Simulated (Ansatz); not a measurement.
Program: Ansatz. Geometries: PBE0-D4/def2-TZVP. ΔE: electronic, gas phase. CCSD(T)/CBS adds triple-zeta CCSD(T) − MP2 to the extrapolated MP2 energy (def2 sets, frozen cores). DFT in def2-TZVPP. For Ge outer-core shells are correlated without core-valence functions, which leaves a few kJ/mol of doubt a bond. Scalar relativity is left out up to krypton. Each species was taken in one conformer, which may not be the lowest.

Reaction (substitution at a C–O bond): `COC(C)(F)F` + `O[SiH](F)[O][GeH3]` → `CO[SiH](F)[O][GeH3]` + `CC(O)(F)F`

| level | ΔE (kcal/mol) |
| --- | --- |
| PBE-D4 | -1.1 |
| PBE0-D4 | -1.2 |
| ωB97X-V | -1.0 |
| CCSD(T)/def2-TZVPP | -0.6 |
| HF/def2-QZVPP | -1.9 |
| MP2/def2-QZVPP | -0.4 |
| SCS-MP2/def2-QZVPP | -0.7 |
| MP2/CBS(def2) | -0.3 |

(1) What does CCSD(T)/CBS give? (An estimate is asked.)

Largest T1 diagnostic among the species: 0.012.

Results:

(1) The calculation gave: -0.5 kcal/mol. The listed levels differ from it by -0.6, -0.7, -0.5, -0.1, -1.4, 0.1, -0.2, 0.2 kcal/mol.

In def2-TZVPP, CCSD(T) changes the Hartree–Fock value by +1.3 kcal/mol (the triples alone add +0.2 kcal/mol) and MP2 by +1.4 kcal/mol.
